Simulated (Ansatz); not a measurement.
HgBr2⁻. The state is a doublet with charge -1. Geometry r2SCAN-D4/def2-TZVPD; atoms count from 1.

```tsv
atom	x (Å)	y (Å)	z (Å)
Hg1	0.133	-0.656	0.012
Br2	2.420	0.835	0.131
Br3	-2.554	-0.179	-0.143
```

In the def2 sets Hg takes a core potential; there is no spin–orbit coupling. The structure comes from a short search, and lower isomers may exist.

Q: Estimate the Mulliken populations from the PBE0/def2-TZVPD orbitals of Ansatz.

A: 
```
atom  charge (e)  spin (α − β)  d electrons
 Hg1        0.24          0.60         9.98
 Br2       -0.62          0.20            –
 Br3       -0.62          0.20            –
```
Mulliken values and Mayer orders depend strongly on the basis. With diffuse functions, as here, like atoms can get unlike values, and bond orders can come out too low or too high.

Q: Where does the spin sit?

A: Summed by element: Hg 0.60, Br 0.40, of 1 unpaired in all. Largest on single atoms: Hg1 0.60, Br2 0.20, Br3 0.20.

Q: And the Mayer bond orders between bonded heavy atoms (over 0.3)?

A: Hg1–Br2 0.51 (2.73 Å); Hg1–Br3 0.51 (2.73 Å).
